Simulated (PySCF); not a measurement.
Delta-SCF ions had no search for a lower state. Excitations are Tamm–Dancoff values on a coarser integration grid. The basis has no diffuse functions, so Rydberg states are missing or too high.

## H5NSi, SMILES `N[SiH3]` (charge 0, multiplicity 1)

Level of theory: PBE-D3(BJ)/def2-TZVP // r2SCAN-D4/def2-TZVP (PySCF).

```yaml
HOMO: -6.00 eV
dipole_moment: 1.39 D
LUMO: -0.48 eV
HOMO–LUMO gap: 5.52 eV
S1 excitation (TDA): 5.69 eV
S1 oscillator strength: 0.017
T1 excitation (TDA): 5.31 eV
S1–T1 gap (TDA): 0.38 eV
vertical ionisation energy (Delta-SCF): 9.65 eV
total_energy: -347.0724 Ha
cost: around 50 core-seconds (rough)
```

Bond lengths (Å): N1–Si2 1.722, N1–H3 1.009, N1–H4 1.009, Si2–H5 1.484, Si2–H6 1.484, Si2–H7 1.494. Angles (°): Si2–N1–H3 119.3, Si2–N1–H4 119.3, H3–N1–H4 110.2, N1–Si2–H5 107.8, N1–Si2–H6 107.8, N1–Si2–H7 116.1, H5–Si2–H6 110.5, H5–Si2–H7 107.2, H6–Si2–H7 107.2.
